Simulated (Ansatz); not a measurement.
Search for a first-order saddle point of BSiH$_{5}$F$_{2}$, singlet.

The input file, in.yaml:

```yaml
crystal:
  periodic: [false, false, false]
  atoms:
    - {symbol: B, position_ang: [0.262795, -0.801043, -0.642988]}
    - {symbol: H, position_ang: [1.632310, -0.848483, -0.557001]}
    - {symbol: F, position_ang: [-0.040567, -0.469333, -1.921482]}
    - {symbol: F, position_ang: [-0.203772, -1.963835, -0.126490]}
    - {symbol: H, position_ang: [1.130746, -0.121667, 0.002211]}
    - {symbol: Si, position_ang: [-0.498206, 0.811344, 0.629058]}
    - {symbol: H, position_ang: [-0.105477, 2.185514, 0.196840]}
    - {symbol: H, position_ang: [-0.237468, 0.641456, 2.089605]}
    - {symbol: H, position_ang: [-1.940563, 0.566145, 0.330246]}
basis:
  gaussian: {orbitals: def2-TZVP}
hamiltonian: {xc: pbe0, dispersion: d4}
saddle:
  f_tol: 0.01
  max_steps: 50
  order_check: false
  mode_guess:
    - [-0.4952, 0.2826, 0.1891]
    - [0.0421, 0.2075, 0.1768]
    - [0.0934, -0.0709, -0.0269]
    - [0.0956, -0.0473, -0.0543]
    - [0.5285, -0.3717, -0.2606]
    - [-0.1293, -0.0394, -0.0447]
    - [-0.0043, -0.0312, -0.0007]
    - [-0.0002, -0.0087, -0.0342]
    - [-0.1306, 0.0791, 0.0554]
```

An equivalent command:

```bash
ansatz run in.yaml --threads 4 --pin off --events-out ev --progress --plain
```

What Ansatz 0.2.0 printed:

```
Functional definition: PBE0
  name "PBE0"
  cite "Adamo & Barone, J. Chem. Phys. 110, 6158 (1999) doi:10.1063/1.478522"
  cite "Perdew, Burke & Ernzerhof, Phys. Rev. Lett. 77, 3865 (1996) doi:10.1103/PhysRevLett.77.3865"
  parent pbe
  parameter a = 0.25
  parameter kappa = 0.804
  parameter beta = 0.06672455060314922
  exchange = (1 - a)*pbe_x(kappa = kappa, mu = beta*pi^2/3) + a*exact_x
  correlation = pbe_c(beta = beta)
969 factors; their error is unknown
mean field evaluation 1: about -14060.8729 eV, gradient 3.7e1 eV
mean field evaluation 2: about -14059.1618 eV, gradient 5.3e1 eV
mean field evaluation 4: about -14062.9764 eV, gradient 1.2e0 eV
mean field evaluation 8: about -14063.0322 eV, gradient 1.9e-1 eV
mean field evaluation 16: about -14063.0323 eV, gradient 2.9e-5 eV
mean field -14063.03225088 eV, -516.8069029543 hartree, gradient 2.9e-5 eV, S^2 0.000000; 0 other end points of the search recorded, 0 dependent functions left out
the calculation of the forces begins
reference -14063.03228420 eV, -516.8069041789 hartree; 21, 21 occupied and 139, 139 virtual orbitals, 969 factors
these checks for a lower state are left out or cut short: stability, starts, cluster_reference, orbital_swaps, neighbouring_geometries, increment
969 factors; their error is unknown
mean field -14063.03383316 eV, -516.8069611019 hartree, gradient 2.5e-6 eV, S^2 0.000000; 0 other end points of the search recorded, 0 dependent functions left out
the calculation of the forces begins
reference -14063.03386648 eV, -516.8069623265 hartree; 21, 21 occupied and 139, 139 virtual orbitals, 969 factors
these checks for a lower state are left out or cut short: stability, starts, cluster_reference, orbital_swaps, neighbouring_geometries, increment
969 factors; their error is unknown
mean field -14063.03264071 eV, -516.8069172802 hartree, gradient 2.5e-6 eV, S^2 0.000000; 0 other end points of the search recorded, 0 dependent functions left out
the calculation of the forces begins
reference -14063.03267402 eV, -516.8069185042 hartree; 21, 21 occupied and 139, 139 virtual orbitals, 969 factors
saddle step   1: F+E_penalty+E_count = -14063.14738201 eV  max|allowed force component| = 1.700e-1 eV/Å  curvature = -13.0920 eV/Å²  mode residual = 2.81e-1 eV/Å²  Δτ_max = 0.0000 Å  (1 rotations, 3 force calls, 67 SCF iters)  cluster: 3 rotations left out, max|force component along them| = 9.815e-8 eV/Å
saddle step   2: F+E_penalty+E_count = -14063.15041136 eV  max|allowed force component| = 9.272e-2 eV/Å  curvature = -12.8664 eV/Å²  mode residual = 1.67e-1 eV/Å²  Δτ_max = 0.0114 Å  (1 rotations, 3 force calls, 72 SCF iters)  cluster: 3 rotations left out, max|force component along them| = 1.383e-8 eV/Å
saddle step   3: F+E_penalty+E_count = -14063.15042122 eV  max|allowed force component| = 7.472e-2 eV/Å  curvature = -12.9949 eV/Å²  mode residual = 2.19e-1 eV/Å²  Δτ_max = 0.0098 Å  (1 rotations, 3 force calls, 71 SCF iters)  cluster: 3 rotations left out, max|force component along them| = 1.340e-8 eV/Å
saddle step   4: F+E_penalty+E_count = -14063.15091360 eV  max|allowed force component| = 2.926e-2 eV/Å  curvature = -12.8513 eV/Å²  mode residual = 1.58e-1 eV/Å²  Δτ_max = 0.0067 Å  (1 rotations, 3 force calls, 71 SCF iters)  cluster: 3 rotations left out, max|force component along them| = 1.235e-8 eV/Å
saddle step   5: F+E_penalty+E_count = -14063.15095199 eV  max|allowed force component| = 2.274e-2 eV/Å  curvature = -12.8726 eV/Å²  mode residual = 6.67e-2 eV/Å²  Δτ_max = 0.0014 Å  (1 rotations, 3 force calls, 62 SCF iters)  cluster: 3 rotations left out, max|force component along them| = 3.960e-8 eV/Å
saddle step   6: F+E_penalty+E_count = -14063.15100188 eV  max|allowed force component| = 7.267e-3 eV/Å  curvature = -12.9173 eV/Å²  mode residual = 9.61e-2 eV/Å²  Δτ_max = 0.0040 Å  (0 rotations, 10 force calls, 212 SCF iters)  cluster: 3 rotations left out, max|force component along them| = 6.334e-8 eV/Å
saddle step   7: F+E_penalty+E_count = -14063.15105399 eV  max|allowed force component| = 2.129e-3 eV/Å  curvature = -12.9948 eV/Å² (error put at 0.0075; -13.0022 at half of saddle.amplitude)  mode residual = 1.29e-1 eV/Å²  Δτ_max = 0.0135 Å  (1 rotations, 8 force calls, 174 SCF iters)  cluster: 3 rotations left out, max|force component along them| = 1.408e-8 eV/Å
Total energy: -14063.15108733 eV, -516.8112701131 hartree
Atom 0 at     0.266529    -0.807434    -0.644635 Å, force     0.000926     0.000239     0.000462 eV/Å
Atom 1 at     1.620751    -0.839801    -0.562708 Å, force    -0.000957     0.000116     0.000007 eV/Å
Atom 2 at    -0.042810    -0.482967    -1.923973 Å, force     0.000287    -0.000742     0.001190 eV/Å
Atom 3 at    -0.187510    -1.971848    -0.119602 Å, force     0.000424     0.001380    -0.000852 eV/Å
Atom 4 at     1.118698    -0.115789    -0.005589 Å, force    -0.000634    -0.001063    -0.000949 eV/Å
Atom 5 at    -0.501726     0.818424     0.634893 Å, force    -0.001198     0.000655     0.000141 eV/Å
Atom 6 at    -0.095533     2.183340     0.212378 Å, force    -0.000578    -0.001072     0.000454 eV/Å
Atom 7 at    -0.245541     0.637891     2.086876 Å, force    -0.000399     0.000130    -0.000967 eV/Å
Atom 8 at    -1.933059     0.578284     0.322358 Å, force     0.002129     0.000357     0.000514 eV/Å
Dipole moment:     0.277655     0.321204     0.287311 e Å

[the SCF lines of later steps are left out]
```

The lines “mean field evaluation” count trial sets of orbitals through the whole run, from several starts and some on an approximate energy, so they need not fall steadily or lie above the final value.

Hardware: 4 CPU threads, shared host. Wall time about 35 s.
